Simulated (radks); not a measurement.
Results of a calculation; reference values are marked as such.
Ionisation of neutral hafnium, [Xe] 4f14 5d2 6s2, to Hf+, [Xe] 4f14 5d1 6s2, under several functionals. Scalar-relativistic Kohn-Sham, spin-unpolarised, spherical densities, finite nucleus; a radial shooting solver on a logarithmic mesh with Libxc functionals.

functional                                      E(Hf) (hartree)  Exc (hartree)  IE (eV)  -e(HOMO) (eV)  <r> HOMO (bohr)  IE error (eV)
LDA (Slater exchange, VWN5 correlation)             -15067.1826      -298.5758    6.731          2.872            2.491         -0.094
r2SCAN                                              -15077.7469      -308.0646    6.398          2.589            2.492         -0.427
LDA (Slater exchange, Perdew-Wang correlation)      -15067.1524      -298.5451    6.730          2.872            2.492         -0.095
SOGGA                                               -15071.0512      -302.4271    6.443          2.628            2.508         -0.382
XLYP                                                -15077.9827      -309.3518    6.397          2.579            2.522         -0.428
MS2 meta-GGA                                        -15075.6679      -306.5510    6.494          2.683            2.507         -0.331

NIST Atomic Spectra Database: 6.825 eV (measured). Closest: LDA (Slater exchange, VWN5 correlation). The Delta-SCF values span 0.33 eV, the total energies 10.83 hartree. The highest occupied level is 5d. Spin polarisation and multiplet splitting are left out, so open shells lie too high by an amount that depends on their filling. Spin-orbit splitting is averaged out at the scalar-relativistic level.

Beside tabulated values, note that spin-unpolarised runs miss the spin-polarisation part of the exchange energy of open shells.
